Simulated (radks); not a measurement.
Xe52+, 2 electrons, occupied as [He] (the NIST ground configuration). Method: scalar-relativistic Kohn-Sham, exchange-only LDA, spin-polarised, spherical densities, point nucleus; computed with a radial shooting solver on a logarithmic mesh with Libxc functionals.

Radial electron density D(r) = 4 pi r^2 rho(r):

r (bohr),D(r) (e/bohr)
0.00169,4.488
0.001967,5.760
0.00229,7.356
0.002645,9.225
0.003079,11.64
0.003585,14.58
0.004173,18.09
0.004819,21.99
0.00561,26.70
0.006531,31.97
0.007604,37.66
0.008781,43.23
0.01022,48.96
0.0119,54.05
0.01385,57.94
0.016,59.95
0.01863,59.80
0.02169,56.97
0.02525,51.43
0.02939,43.64
0.03394,34.93
0.03951,25.45
0.046,16.83
0.05355,9.931
0.06185,5.338
0.072,2.389
0.08382,0.8953
0.09758,0.2730

D(r) has 1 maximum, at r = 0.0171 bohr.
